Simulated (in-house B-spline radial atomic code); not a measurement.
A fraction x of an electron is removed from 2p in F, starting from [He] 2s2 2p5 and keeping the highest spin. Computed with an all-electron radial atomic-structure program (B-spline basis): non-relativistic BLYP, spin-polarised, spherical fractional occupations, point nucleus.

```csv
x,E(x) - E(0) (eV),2p down level (eV)
0,0.0000,-10.241
0.11,1.2125,-11.812
0.19,2.2041,-12.982
0.31,3.8694,-14.781
0.42,5.5880,-16.473
0.5,6.9559,-17.729
0.61,9.0025,-19.488
0.65,9.7950,-20.138
0.87,14.6249,-23.794
0.94,16.3322,-24.987
1,17.8623,-26.021
```

The exact functional would give a straight line between the two integer points. Deviations E(x) - E(0) - x[E(1) - E(0)], in eV: -0.752 at x = 0.11, -1.19 at x = 0.19, -1.668 at x = 0.31, -1.914 at x = 0.42, -1.975 at x = 0.5, -1.894 at x = 0.61, -1.815 at x = 0.65, -0.915 at x = 0.87, -0.458 at x = 0.94.

The curve lies below the straight line by up to 1.975 eV (at x = 0.5): convex, the delocalisation error that favours fractional charges.

(1) How well does Slater's transition state (minus the level at half occupation) give the ionisation energy?

Results:

(1) It gives 17.729 eV against 17.862 eV from the two total energies; NIST lists 17.42 eV, ground level to ground level.
